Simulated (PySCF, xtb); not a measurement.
Al(Et)(OH)(NH2) (C2H8AlNO), SMILES [OH][Al]([NH2])[CH2]C. One conformer was computed; it need not be the lowest.

Harmonic wavenumbers (cm⁻¹) from GFN2-xTB (xtb) at its own minimum, in rising order: 28, 100, 156, 164, 224, 239, 266, 348, 357, 433, 463, 541, 592, 765, 910, 924, 984, 1050, 1219, 1229, 1408, 1471, 1485, 1501, 1504, 2899, 2927, 2979, 3013, 3022, 3427, 3463, 3781.

**Question.** What does PySCF 2.14.0 with PBE-D3(BJ)/def2-SVP give at its own minimum? (Estimate from the structure and the level; the computed values follow.)

**Answer.** 26, 105, 156, 201, 250, 262, 299, 349, 365, 524, 550, 597, 630, 792, 869, 908, 934, 1013, 1175, 1202, 1345, 1378, 1425, 1430, 1478, 2952, 2954, 3001, 3028, 3050, 3501, 3590, 3827. Paired by order, the mean absolute difference is 41 cm⁻¹ and the zero-point energies are 62.7 and 63.1 kcal/mol.
